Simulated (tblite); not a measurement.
Compound: C6H10O2Si.
Z-matrix (Å and degrees, GFN2-xTB geometry), rows numbered from 1:
```
C 
C   1  1.5020
C   2  1.5088  1  115.74
O   3  1.4432  2  110.40  1   -80.55
C   4  1.3136  3  117.30  2   -85.46
O   5  1.1971  4  127.80  3    -1.87
C   2  1.3188  1  124.25  3  -177.40
C   7  1.5030  2  138.23  1     1.93
Si  7  1.8526  2  153.09  1   171.88
H   1  1.0896  2  110.01  3    53.74
H   1  1.0864  2  110.38  3   174.34
H   1  1.0904  2  110.26  3   -65.30
H   3  1.0919  2  111.76  1    35.71
H   3  1.0938  2  110.33  1   159.53
H   5  1.1054  4  108.40  3   179.18
H   8  1.0839  7  115.77  9  -114.60
H   8  1.0835  7  115.59  9   113.46
H   9  1.4468  7  120.78  8   101.83
H   9  1.4545  7  116.87  8  -101.05
```

Computed with GFN2-xTB (tblite): harmonic, unscaled wavenumbers at the GFN2-xTB geometry, gas phase. The method is semi-empirical: single wavenumbers can be off by several per cent or more. Modes of hydrogen on silicon can be 10 to 20 % off. One conformer, not necessarily the lowest.

Harmonic wavenumbers (cm⁻¹): 30.3, 66.1, 111.8, 136.5, 140.1, 144.1, 212.2, 265.1, 332.6, 365.8, 426.9, 446.8, 462.3, 509.2, 556.3, 626.9, 681.7, 720.1, 731.9, 765.7, 893.2, 913.9, 940.0, 959.8, 975.9, 995.7, 1026.0, 1034.0, 1133.7, 1162.6, 1197.7, 1241.1, 1300.2, 1362.4, 1389.2, 1418.5, 1420.2, 1476.0, 1480.9, 1777.0, 1781.7, 2330.4, 2403.5, 2806.8, 2955.1, 2977.1, 2992.6, 3010.0, 3025.0, 3029.9, 3054.1.

A = 1749, B = 1163, C = 771.5 MHz; mass 142.045 u (most abundant isotopes); point group C1, symmetry number 1.

**Question.** Zero-point energy?

**Answer.** ½Σν̃ = 31098 cm⁻¹ = 88.91 kcal/mol.

**Question.** Give the ideal-gas entropy at 350 K and 1 bar in the rigid-rotor, harmonic-oscillator model (classical rotation).

**Answer.** Translation 41.59, rotation 30.18, vibration 39.87: S = 111.6 cal/(mol K).

**Question.** And Cp and H(350 K) − H(0)?

**Answer.** Cp = 47.11 cal/(mol K), of which vibrations give 39.17 (their classical limit is 51 R = 101.3); H(350 K) − H(0) = 9.91 kcal/mol without the zero-point energy, 7.13 from vibrations.

**Question.** How do the functions run with temperature in this model?

**Answer.** 
```json
{"T (K)": "50", "S (cal/(mol K))": "60.5", "Cp (cal/(mol K))": "14.2", "H − H(0) (kcal/mol)": "0.53", "G − H(0) (kcal/mol)": "-2.50", "ln q(vib)": "0.80"}
{"T (K)": "100", "S (cal/(mol K))": "72.4", "Cp (cal/(mol K))": "20.5", "H − H(0) (kcal/mol)": "1.41", "G − H(0) (kcal/mol)": "-5.84", "ln q(vib)": "2.27"}
{"T (K)": "298.15", "S (cal/(mol K))": "104.5", "Cp (cal/(mol K))": "41.9", "H − H(0) (kcal/mol)": "7.60", "G − H(0) (kcal/mol)": "-23.56", "ln q(vib)": "8.29"}
{"T (K)": "373.15", "S (cal/(mol K))": "114.7", "Cp (cal/(mol K))": "49.3", "H − H(0) (kcal/mol)": "11.03", "G − H(0) (kcal/mol)": "-31.78", "ln q(vib)": "10.49"}
{"T (K)": "500", "S (cal/(mol K))": "130.7", "Cp (cal/(mol K))": "60.0", "H − H(0) (kcal/mol)": "17.99", "G − H(0) (kcal/mol)": "-47.37", "ln q(vib)": "14.13"}
{"T (K)": "750", "S (cal/(mol K))": "158.1", "Cp (cal/(mol K))": "74.7", "H − H(0) (kcal/mol)": "34.97", "G − H(0) (kcal/mol)": "-83.57", "ln q(vib)": "20.91"}
{"T (K)": "1000", "S (cal/(mol K))": "181.0", "Cp (cal/(mol K))": "84.3", "H − H(0) (kcal/mol)": "54.93", "G − H(0) (kcal/mol)": "-126.03", "ln q(vib)": "27.10"}
```

q(vib) and H(0) count from the zero-point level.

**Question.** Which modes carry the vibrational entropy at 350 K?

**Answer.** 30.3 cm⁻¹: 6.13; 66.1 cm⁻¹: 4.58; 111.8 cm⁻¹: 3.55; 136.5 cm⁻¹: 3.16; 140.1 cm⁻¹: 3.11; 144.1 cm⁻¹: 3.06 cal/(mol K); the other 45 give 16.29 together.

**Question.** Blend soft modes into free rotors: weight 1/[1 + (100 cm⁻¹/ν̃)⁴] for the oscillator and the rest for a rotor with moment μB/(μ + B), μ = h/(8π²ν), B = 10⁻⁴⁴ kg m². What vibrational entropy results?

**Answer.** 36.48 cal/(mol K) in place of 39.87, which changes −T·S at 350 K by +1.19 kcal/mol.

**Question.** What must be added to the electronic energy to get the Gibbs energy at 350 K and 1 bar?

**Answer.** ZPE + [H(350 K) − H(0)] − T·S = 88.91 + 9.91 − 39.08 = 59.74 kcal/mol.

Hindered rotation and anharmonicity are outside this model. Other conformers, if any are populated, would add a mixing term that is left out. The structure is chiral; the term R ln 2 for an equal mix with its mirror image is left out.

On an Arm Neoverse N1 with one thread, shared host with 64 logical CPUs at a one-minute load of 60, this took 1.3 s wall. The figure is for the frequency step alone.
